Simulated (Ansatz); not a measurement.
Frontier orbitals of C3H6B2, SMILES `C#CBBC`.

```xyz
11

C    -1.5320    2.5716   -0.0950
C    -1.1407    1.4964   -0.4896
B    -0.6358    0.1499   -0.9305
B    -0.0713   -0.9686    0.1532
C     1.4174   -1.1485    0.5861
H    -1.8805    3.5214    0.2396
H    -0.6662   -0.1002   -2.1057
H    -0.8697   -1.7521    0.6051
H     1.7690   -2.0492    0.0589
H     1.5146   -1.3869    1.6490
H     2.0953   -0.3337    0.3290
```

Charge 0, multiplicity 1. The structure was optimised at the PBE0-D4/def2-TZVP level. It is one conformer, not always the lowest. Basis def2-TZVPP, Ansatz 0.2.0.

| functional | HOMO (eV) | LUMO (eV) | gap (eV) |
| --- | --- | --- | --- |
| PBE | -6.19 | -2.97 | 3.22 |
| PBE0 | -7.40 | -2.05 | 5.35 |
| B3LYP | -7.21 | -2.23 | 4.98 |
| ωB97M-V | -9.60 | -0.07 | 9.53 |
| HF | -10.22 | 1.53 | 11.75 |

From PBE to PBE0 the HOMO moves by −1.22 eV and the LUMO by +0.92 eV, and with ωB97M-V by −3.42 and +2.90 eV, so the gap grows from 3.21 to 9.53 eV with exact exchange.

B3LYP here is the variant with VWN-RPA as its local correlation; programs differ in this.
